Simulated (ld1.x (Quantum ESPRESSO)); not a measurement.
**Ag (Z = 47): one change to a TM potential, before and after**

silver, norm-conserving Troullier–Martins (Kleinman–Bylander form), made with ld1.x (Quantum ESPRESSO) 7.5 (PBEsol, scalar-relativistic). Core [Kr], reference 4d10 5s0.75 5p0.25. Waves: 5p (bound): rc 3.65 bohr; 4d (bound): rc 1.70 bohr; 5s (bound): rc 2.15 bohr. Local part: the s channel. Core correction: a·sin(br)/r model core inside 1.40 bohr.

Change: all radii but the core radius scaled by about 1.05 (s 2.24, p 3.82, d 1.78 bohr).

Cutoffs: the cutoffs (Ry, on a coarse ladder) from which the occupation-weighted sum of valence levels, in a spherical-Bessel basis at the reference potential, stays within 10 and 1 mRy of its value at 400 Ry; they do not see the model core or the augmentation charge, which bear on the density cutoff. Errors are all-electron minus pseudo energies relative to the spin-unpolarised reference configuration.

Question: Predict the effect on cutoff, ghosts and configuration errors.

Answer: The potential gets softer (70 Ry and 100 Ry → 60 Ry and 90 Ry); the errors of the 7 common tests hardly move; neither file shows a bound ghost. A larger radius leaves more room for a smooth pseudo-wave, so fewer plane waves are needed.

| quantity | base | changed |
| --- | --- | --- |
| cutoff, loose | 70 Ry | 60 Ry |
| cutoff, tight | 100 Ry | 90 Ry |
| bound ghosts | none | none |
| error for 4d10 5s1 5p0, meV [ΔE -0.95 eV] | +0.1 | +0.2 |
| error for 4d10 5s0 5p0, meV [ΔE 6.80 eV] | -11 | -11 |
| error for 4d9 5s0 5p0, meV [ΔE 28.91 eV] | -138 | -139 |
| error for 4d9 5s1 5p1, meV [ΔE 7.66 eV] | -139 | -134 |
| error for 4d10 5s0.5 5p0, meV [ΔE 2.07 eV] | -1.8 | -1.8 |
| error for 4d9 5s1 5p0, meV [ΔE 12.22 eV] | -124 | -124 |
| error for 4d7 5s0 5p0, meV [ΔE 116.79 eV] | -1907 | -1885 |
